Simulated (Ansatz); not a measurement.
Ansatz results at the PBE0-D4/def2-TZVP geometry: zero-point energy (PBE0-D4/def2-TZVP) 137.8 kJ/mol; LUMO energy (ωB97M-V/def2-TZVPP) 1.11 eV; HOMO–LUMO gap (ωB97M-V/def2-TZVPP) 10.80 eV.

Each molecule was computed in one conformer, which needn't be the lowest.

Which molecule gave them?
A. `N[SiH2]B(F)F`
B. `[F][GeH2][AlH2]`
C. `N=C[SiH2]N`
D. `FB(F)N[SiH3]`

A. The others give `[F][GeH2][AlH2]`: 81.5, -0.72, 9.09; `N=C[SiH2]N`: 194.2, 1.51, 10.92; `FB(F)N[SiH3]`: 137.0, 1.52, 12.33.
